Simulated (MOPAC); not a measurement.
A run for MOPAC: PM6 on aminoborane (SMILES BN), a point of a bond scan (R = 1.789 Å).

```
PM6 1SCF PRECISE CHARGE=0 THREADS=1
BH4N

B     -0.77598333 1     0.04477233 1    -0.00303336 1
N      0.60927771 1    -0.03515382 1     0.00238170 1
H     -1.73273196 1    -1.46669616 1    -0.04506814 1
H     -1.29389237 1     1.11910141 1     0.02047198 1
H      1.20971392 1     0.77280035 1     0.02532482 1
H      1.11296685 1    -0.90681330 1    -0.01624534 1
```

It printed:

```
*******************************************************************************
 **                                                                           **
 **                              MOPAC v23.2.5                                **
 **                                                                           **
 *******************************************************************************
 ** MOPAC's Digital Object Identifier: https://doi.org/10.5281/zenodo.6511958 **
 **                                                                           **
 ** Please cite the open-source release paper for use of this MOPAC version:  **
 ** J. E. Moussa and J. J. P. Stewart (2026)                                  **
 ** MOPAC: An open-source semiempirical molecular orbital program             **
 ** J. Open Source Softw., 11(119), 8025, https://doi.org/10.21105/joss.08025 **
 *******************************************************************************

                              PM6 CALCULATION RESULTS

 *******************************************************************************
 *  PM6        - The PM6 Hamiltonian to be used
 *
 *
 *
 *                 CHARGE ON SYSTEM = 0
 *
 *
 *
 *  PRECISE    - TIGHTER CRITERIA TO BE USED
 *  1SCF       - DO 1 SCF AND THEN STOP
 *  THREADS=1  - MULTI-THREADING NOT USED
 *  T=         - A TIME OF 172800.0 SECONDS REQUESTED
 *  DUMP=N     - RESTART FILE WRITTEN EVERY 7200.0 SECONDS REQUESTED
 *******************************************************************************
PM6 1SCF PRECISE CHARGE=0 THREADS=1
 BH4N

   ATOM   CHEMICAL          X               Y               Z
  NUMBER   SYMBOL      (ANGSTROMS)     (ANGSTROMS)     (ANGSTROMS)

     1       B         -0.77598333  *   0.04477233  *  -0.00303336  *
     2       N          0.60927771  *  -0.03515382  *   0.00238170  *
     3       H         -1.73273196  *  -1.46669616  *  -0.04506814  *
     4       H         -1.29389237  *   1.11910141  *   0.02047198  *
     5       H          1.20971392  *   0.77280035  *   0.02532482  *
     6       H          1.11296685  *  -0.90681330  *  -0.01624534  *



          CARTESIAN COORDINATES

    NO.       ATOM           X           Y           Z

     1         B         -0.7760      0.0448     -0.0030
     2         N          0.6093     -0.0352      0.0024
     3         H         -1.7327     -1.4667     -0.0451
     4         H         -1.2939      1.1191      0.0205
     5         H          1.2097      0.7728      0.0253
     6         H          1.1130     -0.9068     -0.0162

 General Reference for PM6:
 "Optimization of Parameters for Semiempirical Methods V: Modification of NDDO Approximations
 and Application to 70 Elements", J. J. P. Stewart, J. Mol. Mod., 13, 1173-1213 (2007)
 URL: https://link.springer.com/article/10.1007/s00894-007-0233-4

           Empirical Formula: H4 N B  =     6 atoms



      MOLECULAR POINT GROUP   :   Cs


      RHF CALCULATION, NO. OF DOUBLY OCCUPIED LEVELS = 6


 -------------------------------------------------------------------------------
 PM6 1SCF PRECISE CHARGE=0 THREADS=1
 BH4N



     1SCF WAS SPECIFIED, SO BFGS WAS NOT USED
     SCF FIELD WAS ACHIEVED


                              PM6 CALCULATION
                                                       MOPAC v23.2.5 Linux




          FINAL HEAT OF FORMATION =         45.32455 KCAL/MOL =     189.63791 KJ/MOL


          COSMO AREA              =         75.05 SQUARE ANGSTROMS
          COSMO VOLUME            =         55.45 CUBIC ANGSTROMS

          IONIZATION POTENTIAL    =          9.175700 EV
          HOMO LUMO ENERGIES (EV) =         -9.176  1.381
          NO. OF FILLED LEVELS    =          6
          MOLECULAR WEIGHT        =         28.8483         POINT GROUP:  Cs

          MOLECULAR DIMENSIONS (Angstroms)

            Atom       Atom       Distance
            H     5    H     3     3.69842
            H     6    H     4     3.07019
            H     3    B     1     0.00000


          SCF CALCULATIONS        =          1





   ATOM   CHEMICAL          X               Y               Z
  NUMBER   SYMBOL      (ANGSTROMS)     (ANGSTROMS)     (ANGSTROMS)

     1       B         -0.77598333  *   0.04477233  *  -0.00303336  *
     2       N          0.60927771  *  -0.03515382  *   0.00238170  *
     3       H         -1.73273196  *  -1.46669616  *  -0.04506814  *
     4       H         -1.29389237  *   1.11910141  *   0.02047198  *
     5       H          1.20971392  *   0.77280035  *   0.02532482  *
     6       H          1.11296685  *  -0.90681330  *  -0.01624534  *

                             CARTESIAN COORDINATES

   1    B       -0.775983330     0.044772330    -0.003033360
   2    N        0.609277710    -0.035153820     0.002381700
   3    H       -1.732731960    -1.466696160    -0.045068140
   4    H       -1.293892370     1.119101410     0.020471980
   5    H        1.209713920     0.772800350     0.025324820
   6    H        1.112966850    -0.906813300    -0.016245340


           Empirical Formula: H4 N B  =     6 atoms



      MOLECULAR POINT GROUP   :   Cs


                  EIGENVALUES
 -30.84458 -18.08710 -17.52072 -12.78158 -11.06618  -9.17570   1.38112   1.77399
   3.24887   5.15678   5.99413   6.91771


              NET ATOMIC CHARGES AND DIPOLE CONTRIBUTIONS

  ATOM NO.   TYPE          CHARGE      No. of ELECS.   s-Pop       p-Pop
    1          B          -0.214771        3.2148     1.19584     2.01893
    2          N          -0.402600        5.4026     1.44035     3.96225
    3          H           0.076666        0.9233     0.92333
    4          H           0.076222        0.9238     0.92378
    5          H           0.233021        0.7670     0.76698
    6          H           0.231462        0.7685     0.76854
 DIPOLE           X         Y         Z       TOTAL
 POINT-CHG.     1.102    -0.252    -0.000     1.130
 HYBRID         0.977     0.072     0.007     0.980
 SUM            2.079    -0.180     0.007     2.087


          ATOMIC ORBITAL ELECTRON POPULATIONS

     Atom    s        px        py        pz
    1  B   1.19584   0.71891   0.92523   0.37479
    2  N   1.44035   1.17207   1.16492   1.62526
    3  H   0.92333
    4  H   0.92378
    5  H   0.76698
    6  H   0.76854

 **********************
 *                    *
 * JOB ENDED NORMALLY *
 *                    *
 **********************




 == MOPAC DONE ==
```

The run finished.

Cost: roughly 0.03 core-seconds.
